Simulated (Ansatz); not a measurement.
The same molecule with X = Mg, Zn, Cd. Ansatz, PBE0-D4/def2-TZVP geometries, multiplicity 1. Each molecule was computed in one conformer, which needn't be the lowest.

Elements past krypton have def2 core potentials. Scalar relativity is left out up to krypton.

| X | molecule | mean X–O bond length / Å | LUMO energy (PBE/def2-TZVPP) / eV | HOMO–LUMO gap (PBE/def2-TZVPP) / eV | HOMO–LUMO gap (PBE0/def2-TZVPP) / eV |
| --- | --- | --- | --- | --- | --- |
| Mg | `C[O][Mg][OH]` | 1.761 | -1.81 | 3.81 | 6.07 |
| Cd | `C[O][Cd][OH]` | 1.959 | -2.30 | 3.45 | 5.84 |

Give the row for X = Zn, `C[O][Zn][OH]`. (Best estimate.)

The calculation gave: 
| X | molecule | mean X–O bond length / Å | LUMO energy (PBE/def2-TZVPP) / eV | HOMO–LUMO gap (PBE/def2-TZVPP) / eV | HOMO–LUMO gap (PBE0/def2-TZVPP) / eV |
| --- | --- | --- | --- | --- | --- |
| Zn | `C[O][Zn][OH]` | 1.764 | -1.91 | 4.08 | 6.49 |

From Mg to Cd the mean X–O bond length rises at each step, by 0.198 Å in all; the LUMO energy (PBE/def2-TZVPP) falls at each step, by 0.49 eV in all; the HOMO–LUMO gap (PBE/def2-TZVPP) isn't monotonic: highest at Zn, lowest at Cd; the HOMO–LUMO gap (PBE0/def2-TZVPP) isn't monotonic: highest at Zn, lowest at Cd. Bonds lengthen as the atom grows down the group.
